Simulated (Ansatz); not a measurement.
C4H12Ge, triplet, at the geometry of the source list (a higher spin typed on purpose: for a closed-shell molecule this is an excited state); REVPBE/def2-SVP run with Ansatz (an electronic-structure program).

Input for Ansatz:
Ansatz 0.2 input:
```yaml
crystal:
  periodic: [false, false, false]
  atoms:
    - {symbol: Ge, position_ang: [0.73830000, 1.69310000, 0.19690000]}
    - {symbol: C, position_ang: [-0.05660000, -0.13480000, -0.01790000]}
    - {symbol: C, position_ang: [-0.23480000, -0.76880000, 1.35770000]}
    - {symbol: C, position_ang: [0.87540000, -0.99630000, -0.86300000]}
    - {symbol: C, position_ang: [-1.41360000, -0.01690000, -0.70370000]}
    - {symbol: H, position_ang: [1.96980000, 1.67370000, 1.04740000]}
    - {symbol: H, position_ang: [1.12640000, 2.30020000, -1.12050000]}
    - {symbol: H, position_ang: [-0.22250000, 2.64310000, 0.84550000]}
    - {symbol: H, position_ang: [-0.66120000, -1.77000000, 1.26630000]}
    - {symbol: H, position_ang: [0.72300000, -0.85220000, 1.86990000]}
    - {symbol: H, position_ang: [-0.90450000, -0.16830000, 1.97240000]}
    - {symbol: H, position_ang: [1.84840000, -1.09430000, -0.38190000]}
    - {symbol: H, position_ang: [1.02290000, -0.55210000, -1.84820000]}
    - {symbol: H, position_ang: [0.45900000, -1.99480000, -0.99710000]}
    - {symbol: H, position_ang: [-1.30850000, 0.41750000, -1.69900000]}
    - {symbol: H, position_ang: [-2.08280000, 0.61920000, -0.11980000]}
    - {symbol: H, position_ang: [-1.87860000, -0.99840000, -0.80510000]}
basis:
  gaussian:
    orbitals: def2-SVP
hamiltonian:
  xc: revpbe
magnetization: {spin_polarized: true, initial_magnetization: 2}
```

What the program printed (banner, timings and long lists left out):

```
Functional definition: revPBE
1679 factors; their error is unknown
mean field evaluation 1: about -60820.1164 eV, gradient 5.7e1 eV
mean field evaluation 2: about -60676.2136 eV, gradient 1.6e2 eV
mean field evaluation 4: about -60834.6895 eV, gradient 2.4e1 eV
mean field evaluation 8: about -60839.2690 eV, gradient 7.7e-1 eV
mean field evaluation 16: about -60839.1921 eV, gradient 2.8e-3 eV
mean field evaluation 32: about -60833.8880 eV, gradient 1.5e1 eV
mean field evaluation 64: about -60839.1487 eV, gradient 2.2e0 eV
mean field -60839.19205968 eV, -2235.7990699077 hartree, gradient 2.2e-5 eV, S^2 2.003138; 4 other end points of the search recorded, 0 dependent functions left out
reference -60839.19211162 eV, -2235.7990718164 hartree; 35, 33 occupied and 113, 115 virtual orbitals, 1679 factors
Total energy: -60839.19211162 eV, -2235.7990718164 hartree
```
